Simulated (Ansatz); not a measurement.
Relaxation of BClH₅NS (9 atoms, charge 0, multiplicity 1), to a largest force component of 0.03 eV/Å in at most 50 steps.

Method: RHF/def2-SVP (Ansatz 0.2.0).

```xyz
9
Properties=species:S:1:pos:R:3
B 0.081 0.587 -0.228
Cl -0.033 -0.680 2.573
N 1.325 0.130 -0.639
H 1.448 -0.790 -1.008
H 2.177 0.641 -0.541
H -0.910 -0.055 -0.387
S -0.192 2.303 0.479
H 1.075 2.721 0.543
H -0.248 0.620 2.460
```

Where does it end, and by what steps?

The forces met the threshold. After 10 steps the energy has fallen by 0.200 eV; Cl2 moved furthest, 0.89 Å.

| step | energy less start (eV) | largest force component (eV/Å) | accepted |
| --- | --- | --- | --- |
| 0 | 0.0000 | 1.437 | yes |
| 1 | -0.1091 | 0.989 | yes |
| 2 | -0.1275 | 1.298 | yes |
| 3 | -0.1870 | 0.262 | yes |
| 4 | -0.1724 | 0.865 | no |
| 5 | -0.1925 | 0.150 | yes |
| 6 | -0.1963 | 0.053 | yes |
| 7 | -0.1983 | 0.134 | yes |
| 8 | -0.1990 | 0.121 | yes |
| 9 | -0.1994 | 0.154 | yes |
| 10 | -0.2002 | 0.014 | yes |

```xyz
9
Properties=species:S:1:pos:R:3
B 0.114 0.616 -0.464
Cl -0.159 -0.526 3.436
N 1.373 0.176 -0.852
H 1.495 -0.673 -1.364
H 2.229 0.644 -0.639
H -0.867 -0.006 -0.749
S -0.190 2.152 0.502
H 1.067 2.577 0.661
H -0.339 0.515 2.721
```

Whether the end is a true minimum wasn't checked by a vibrational analysis.

The run took 23 s on 1 thread of Arm Neoverse V2 (shared host), peak memory 0.15 GiB.
